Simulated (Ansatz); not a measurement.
CrCl5OH³⁻ (relaxed from a model of [Cr(OH)Cl5]4-, whose bonding it doesn't keep). The state is a sextet with charge -3. Geometry PBE-D4/def2-SVPD, loosely relaxed, that of the charge -4 quintet; atoms count from 1.

```csv
atom,x (Å),y (Å),z (Å)
Cr1,-0.1614,-1.8493,0.9324
O2,-0.5509,-0.1985,0.0294
H3,0.0732,0.4189,0.4577
Cl4,0.1881,-3.8551,2.3663
Cl5,14.8226,-3.0837,-14.9810
Cl6,-14.2853,12.1630,9.6089
Cl7,-1.6553,-3.0511,-0.5907
Cl8,1.5689,-0.5443,2.1771
```

A multiply charged anion in the gas phase is held together partly by the finite basis. The highest occupied level of the charge -3 sextet lies above zero (up to 2.29 eV). The electron is either unbound and held by the finite basis, or the level is raised by self-interaction error. The gap within one spin of the charge -3 sextet nearly closes, so an electron or hole may be smeared out by delocalisation error. The geometry of the charge -3 sextet is only loosely relaxed. In the sextet geometry the species has come apart into loosely held pieces. At PBE-D4/def2-TZVPD a quartet of charge -3 lies 1.21 eV below the sextet at the same geometry.

(1) Estimate the Mulliken populations from the PBE/def2-TZVPD orbitals of Ansatz.

(2) Where does the spin sit?

(3) And the Mayer bond orders between heavy atoms (over 0.3)?

Results:

(1) 
```json
{"atom": "Cr1", "charge (e)": "0.41", "spin (α − β)": "4.21", "d electrons": "4.65"}
{"atom": "O2", "charge (e)": "-0.66", "spin (α − β)": "0.07", "d electrons": "–"}
{"atom": "H3", "charge (e)": "0.27", "spin (α − β)": "0.02", "d electrons": "–"}
{"atom": "Cl4", "charge (e)": "-0.38", "spin (α − β)": "0.15", "d electrons": "–"}
{"atom": "Cl5", "charge (e)": "-0.82", "spin (α − β)": "0.18", "d electrons": "–"}
{"atom": "Cl6", "charge (e)": "-0.82", "spin (α − β)": "0.18", "d electrons": "–"}
{"atom": "Cl7", "charge (e)": "-0.45", "spin (α − β)": "0.13", "d electrons": "–"}
{"atom": "Cl8", "charge (e)": "-0.55", "spin (α − β)": "0.06", "d electrons": "–"}
```
Mulliken values depend strongly on the basis. With diffuse functions, as here, like atoms can get unlike values, and bond orders can come out too low or too high.

(2) Summed by element: Cr 4.21, O 0.07, H 0.02, Cl 0.70, of 5 unpaired in all. Largest on single atoms: Cr1 4.21, Cl6 0.18, Cl5 0.18.

(3) Cr1–O2 0.43 (1.92 Å); Cr1–Cl4 0.57 (2.49 Å); Cr1–Cl7 0.68 (2.45 Å); Cr1–Cl8 0.59 (2.50 Å).
